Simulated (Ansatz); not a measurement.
Start from `CO[SiH2]S[SiH](F)F` and change one atom or group to get `C=C[SiH2]S[SiH](F)F`.

Ansatz, PBE0-D4/def2-TZVP geometries, multiplicity 1. Each molecule was computed in one conformer, which needn't be the lowest.

```tsv
property	`CO[SiH2]S[SiH](F)F`
HOMO energy (PBE0/def2-TZVPP) / eV	-7.98
HOMO–LUMO gap (B3LYP/def2-TZVPP) / eV	7.18
LUMO energy (ωB97M-V/def2-TZVPP) / eV	1.42
HOMO–LUMO gap (ωB97M-V/def2-TZVPP) / eV	11.57
size of the dipole moment (B3LYP/def2-TZVPP) / D	2.76
size of the dipole moment (PBE/def2-TZVPP) / D	2.63
```

**Question.** What does the change do to each property? (Best estimate.)

**Answer.** The calculation gave: 
| property | `C=C[SiH2]S[SiH](F)F` | shift |
| --- | --- | --- |
| HOMO energy (PBE0/def2-TZVPP) / eV | -7.90 | 0.08 |
| HOMO–LUMO gap (B3LYP/def2-TZVPP) / eV | 6.47 | -0.71 |
| LUMO energy (ωB97M-V/def2-TZVPP) / eV | 1.05 | -0.37 |
| HOMO–LUMO gap (ωB97M-V/def2-TZVPP) / eV | 11.12 | -0.45 |
| size of the dipole moment (B3LYP/def2-TZVPP) / D | 0.93 | -1.83 |
| size of the dipole moment (PBE/def2-TZVPP) / D | 0.95 | -1.68 |

With PBE0 the HOMO rises by 0.08 eV and the LUMO falls by 0.62 eV, so the gap narrows by about 0.70 eV. PBE moves the HOMO by 0.04 eV and ωB97M-V by 0.09 eV. Dipoles are sizes alone; their direction can turn.

B3LYP here is the variant with VWN-RPA as its local correlation; programs differ in this.
